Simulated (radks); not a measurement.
The numbers below are computed, except where a source is named.
Valence configurations of neutral titanium (all share [Ar]). Code: a radial shooting solver on a logarithmic mesh with Libxc functionals. Model: scalar-relativistic Kohn-Sham, PBE, spin-polarised, spherical densities, finite nucleus; open shells are filled with parallel spins first; Fermi nuclear charge, rms radius 3.5921 fm. Energies are relative to 3d2 4s2; eigenvalues in eV for spin up.

valence          E (eV)  moment (Bohr magnetons)    e(3d)   e(4p)   e(4s)
3d2 4s2           0.000                        2   -4.819       -  -4.669
3d1 4s2 4p1       4.984                        2   -9.709  -2.841  -6.535
3d1.5 4s2 4p0.5   2.039                        2   -7.165  -2.221  -5.613
3d3 4s1          -0.205                        4   -2.431       -  -4.151
3d2.5 4s1.5      -0.181                        3   -3.469       -  -4.404
3d2 4s1 4p1       2.031                        4   -6.003  -2.416  -5.740
3d1 4s1 4p2       7.322                        4  -10.668  -3.527  -7.423
4s2 4p2          13.983                        2        -  -4.016  -8.309
3d2 4p2           5.387                        4   -7.066  -2.936       -
3d0.5 4s2 4p1.5   8.938                        2  -12.411  -3.438  -7.432

NIST lists [Ar] 3d2 4s2 as the ground configuration; this level of theory puts 3d3 4s1 lower, by 0.205 eV. The energies are those of spherical high-spin densities, not of single terms.
